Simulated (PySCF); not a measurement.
**Which element holds Cl most strongly?**

PBE in PySCF with def2-TZVPP on every atom (core potentials on Ru, In, Sb), for the lowest determinant that a PBE0 search found; no spin–orbit coupling. D0 is De less the harmonic zero-point energy.

| M | state (unpaired electrons) | Re (Å) | ωe (cm⁻¹) | D0(MCl) (eV) |
| --- | --- | --- | --- | --- |
| Sb | triplet (π ↑↑) | 2.361 | 359 | 3.38 |
| Al | singlet (closed shell) | 2.163 | 459 | 5.23 |
| Zn | doublet (σ ↑) | 2.173 | 355 | 2.24 |
| Cu | singlet (closed shell) | 2.066 | 403 | 3.71 |
| Ru | quartet (π ↑↑, δ ↑) | 2.186 | 377 | 3.78 |
| Ga | singlet (closed shell) | 2.235 | 354 | 4.95 |
| In | singlet (closed shell) | 2.436 | 302 | 4.68 |

Task: Order the elements by D0 and give the energy of InCl + Sb → SbCl + In.

Result: Al > Ga > In > Ru > Cu > Sb > Zn; ΔE = 4.68 − 3.38 = +1.30 eV at PBE/def2-TZVPP. Close neighbours can swap at other levels.

The metal atom is held in its measured ground configuration; semilocal functionals can put another filling of s and d lower by some tenths of an eV, and De to that atom would be smaller. Spin–orbit coupling is left out, which matters for elements this heavy, above all for dissociation energies. States were picked by a PBE0 search and need not be the measured ground states.
